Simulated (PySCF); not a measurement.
All numbers come from PySCF, B3LYP, basis Ge def2-SVP, O def2-SVP, H def2-SVP (no relativity, density fitting).

```xyz
6
charge 0 multiplicity 1, angstrom
Ge    0.0000    0.0000    0.0852
O     0.0000    0.0000    1.7245
O     1.3289   -0.2888   -1.0255
O    -1.3289    0.2888   -1.0255
H     2.1507   -0.4675   -0.5441
H    -2.1507    0.4675   -0.5441
```

GeO(OH)2 (singlet), along the line from Ge1 (at 0) through O2 (at 1.639 Å).

Question: Tabulate the fields along this line at -0.57, -0.49, -0.41, -0.33, -0.25, -0.16, -0.08, 0.08, 0.16, 0.25, 0.33, 0.41, 0.49, 0.57, 0.66, 0.74, 0.82, 0.90, 0.98, 1.07, 1.15, 1.23, 1.31, 1.39, 1.48, 1.56, 1.72, 1.80, 1.89, 1.97, 2.05, 2.13, 2.21, 2.29, 2.38, 2.46, 2.54, 2.62 Å.

Answer: 
| distance (Å) | electron density (e/Å³) | electron localisation function | electrostatic potential (V) |
| --- | --- | --- | --- |
| -0.57 | 3.37 | 0.355 | 61.6 |
| -0.49 | 7.45 | 0.556 | 89 |
| -0.41 | 16.9 | 0.716 | 139 |
| -0.33 | 37.4 | 0.773 | 240 |
| -0.25 | 69 | 0.634 | 469 |
| -0.16 | 128 | 0.219 | 1050 |
| -0.08 | 1020 | 0.793 | 3180 |
| 0.08 | 1020 | 0.791 | 3180 |
| 0.16 | 129 | 0.222 | 1050 |
| 0.25 | 70.3 | 0.65 | 467 |
| 0.33 | 37.9 | 0.779 | 238 |
| 0.41 | 17 | 0.708 | 137 |
| 0.49 | 7.44 | 0.51 | 87.5 |
| 0.57 | 3.45 | 0.268 | 60.1 |
| 0.66 | 1.87 | 0.134 | 43.5 |
| 0.74 | 1.36 | 0.141 | 32.9 |
| 0.82 | 1.31 | 0.297 | 26.3 |
| 0.90 | 1.49 | 0.545 | 23.2 |
| 0.98 | 1.82 | 0.694 | 23.8 |
| 1.07 | 2.32 | 0.739 | 28.9 |
| 1.15 | 3.01 | 0.719 | 40.6 |
| 1.23 | 3.94 | 0.61 | 62.9 |
| 1.31 | 5.05 | 0.338 | 104 |
| 1.39 | 6.99 | 0.0972 | 182 |
| 1.48 | 21.8 | 0.279 | 355 |
| 1.56 | 186 | 0.993 | 942 |
| 1.72 | 184 | 0.99 | 940 |
| 1.80 | 22.1 | 0.244 | 351 |
| 1.89 | 7.78 | 0.14 | 177 |
| 1.97 | 5.62 | 0.489 | 97.1 |
| 2.05 | 4.14 | 0.755 | 55.1 |
| 2.13 | 2.91 | 0.839 | 31.3 |
| 2.21 | 1.99 | 0.86 | 17.5 |
| 2.29 | 1.34 | 0.854 | 9.28 |
| 2.38 | 0.885 | 0.831 | 4.41 |
| 2.46 | 0.573 | 0.79 | 1.52 |
| 2.54 | 0.368 | 0.728 | -0.173 |
| 2.62 | 0.238 | 0.647 | -1.15 |

On a grid of 0.08 Å the density has a local minimum along the bond near 0.82 Å from Ge, at 1.31 e/Å³, where the ELF is 0.30.
